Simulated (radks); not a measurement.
Polarisability of the vanadium ion V5+, [Ar], at imaginary frequency. All-electron calculation, non-relativistic Kohn-Sham, LB94 model potential, spin-unpolarised, spherical densities, point nucleus. Program: a radial shooting solver on a logarithmic mesh with Libxc functionals. Response by self-consistent Sternheimer equations with the Hartree and adiabatic LDA kernel.

w (hartree)  alpha1(iw) (bohr^3)  alpha2(iw) (bohr^5)
0.00266                    1.113                1.211
0.0143                     1.113                1.211
0.0360                     1.113                1.211
0.0697                     1.112                1.210
0.118                      1.109                1.209
0.186                      1.104                1.207
0.280                      1.093                1.202
0.413                      1.071                1.191
0.605                      1.027                1.169
0.892                     0.9418                1.125
1.35                      0.7911                1.034
2.12                      0.5646               0.8583
3.59                      0.3117               0.5725
6.94                      0.1224               0.2493
17.5                     0.02964              0.05099

Static values: alpha1 = 1.113 bohr^3 (0.1649 angstrom^3; uncoupled 1.786), alpha2 = 1.211 bohr^5, alpha3 = 2.776 bohr^7. C6 = 2.042, C8 = 13.55, triple-dipole C9 = 1.660 atomic units. One-pole (London) frequency 4 C6 / (3 alpha1^2) = 2.198 hartree, against 4.665 for minus the highest occupied eigenvalue.
